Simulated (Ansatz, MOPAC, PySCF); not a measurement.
Complex: HCl (SMILES Cl) (first 2 atoms) with SiH4 (SMILES [SiH4]); geometry from B3LYP-D3(BJ)/def2-TZVP, rigid monomers moved along the line of their centres of mass till Cl1···Si3 is 5.28 Å.
(charge 0, multiplicity 1):
```xyz
7

Cl    -0.069    -0.338    -0.325
H     -0.675    -1.322     0.229
Si     0.061     0.366     4.902
H      0.877     1.475     4.365
H     -1.320     0.457     4.377
H      0.026     0.444     6.381
H      0.651    -0.931     4.499
```

Counterpoise-corrected where a basis set is named; no monomer relaxation. Rows marked so take none.

Correlated levels freeze the cores. CBS: X⁻³ extrapolation of the correlation energy, Hartree–Fock from the larger set. Rows in 6-311+G**, 6-31G*, LANL2DZ, STO-3G carry no dispersion term and start afresh at each structure (6-31G* with six Cartesian d functions). MP2/6-31G* freezes PySCF's default core. LANL2DZ brings its own core potentials from Na on. The state reached by PM3, PM7 isn't checked; PM7 holds dispersion and hydrogen-bond terms.

Run with Ansatz (a quantum-chemistry and plane-wave program); MOPAC for PM3, PM7 (differences of heats of formation); PySCF for 6-311+G** rows, 6-31G* rows, LANL2DZ rows, STO-3G rows, the dispersion terms. Values without a source in brackets are computed.

Other levels give for the interaction energy: PBE/def2-TZVPPD -0.12; B3LYP/def2-TZVPPD 0.04; B3LYP-D3(BJ)/def2-TZVPPD -0.21; wB97M-V/def2-TZVPPD -0.22; CCSD(T)/CBS(aug-cc-pV(D+d)Z, aug-cc-pV(T+d)Z) -0.22 kcal/mol.

What do these common cheap choices give for the same quantity: PM3, PM7, HF/STO-3G (no counterpoise), B3LYP/6-31G*, B3LYP/6-311+G** (no counterpoise), B3LYP/LANL2DZ (no counterpoise), M06-2X/6-31G* (no counterpoise), MP2/6-31G*?

PM3 0.01; PM7 -0.21; HF/STO-3G (no counterpoise) -0.02; B3LYP/6-31G* 0.01; B3LYP/6-311+G** (no counterpoise) -0.03; B3LYP/LANL2DZ (no counterpoise) -0.09; M06-2X/6-31G* (no counterpoise) -0.23; MP2/6-31G* -0.09 kcal/mol. They span -0.23 to 0.01 kcal/mol.
